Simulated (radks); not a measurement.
Results of a calculation; reference values are marked as such.
Question: Radial electron density D(r) = 4 pi r^2 rho(r) of an atom or ion with 11 electrons. Code: a radial shooting solver on a logarithmic mesh with Libxc functionals. Model: scalar-relativistic Kohn-Sham, LB94 model potential, spin-polarised, spherical densities, finite nucleus; Fermi nuclear charge, rms radius of each element as measured or else 0.836 A^(1/3) + 0.57 fm.

```
   r/bohr * D(r) (the largest magnitude, 102, reaches the edge; | marks zero)
 0.001406 |    *
 0.001745 |      *
 0.002165 |        *
 0.002688 |            *
 0.003309 |                *
 0.004107 |                     *
 0.005097 |                           *
 0.006326 |                                 *
 0.007851 |                                       *
 0.009744 |                                            *
  0.01209 |                                               *
  0.01501 |                                               *
  0.01863 |                                             *
  0.02312 |                                         *
  0.02869 |                                       *
  0.03561 |                                         *
  0.04384 |                                               *
  0.05441 |                                                     *
  0.06753 |                                                      *
  0.08382 |                                            *
    0.104 |                            *
   0.1291 |              *
   0.1602 |      *
   0.1989 |   *
   0.2468 |  *
   0.3063 |*
   0.3802 *
   0.4718 *
   0.5856 *
```

What is the nuclear charge?

Answer: Z = 68. The innermost maximum, from 1s, lies near gamma/Z bohr with gamma = sqrt(1 - (Z/c)^2) = 0.868, here 0.0128 bohr (found: 0.0135), and its height grows with Z. The density is that of the erbium ion Er57+ in [Ne] 3s1; the configuration itself is not fixed sharply by these data, and Z only to a few units. D(r) has 2 maxima, at r = 0.0135, 0.0614 bohr, and minima at 0.0292 bohr, inside which lie 2.03 electrons.
